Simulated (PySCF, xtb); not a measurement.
C2HCl3, SMILES C(=C(Cl)Cl)Cl.

xtb with GFN2-xTB at its own geometry gives an orbital gap of 3.96 eV and a dipole moment of 0.83 D.

Coordinates come from a PBE0-D3(BJ)/def2-SVP optimisation.

### Question
What does PySCF with PBE/def2-TZVP give? (Estimate from the structure and the level; the computed values follow.)

### Answer
gap 4.36 eV (levels -6.14 and -1.79 eV), dipole 0.76 D.
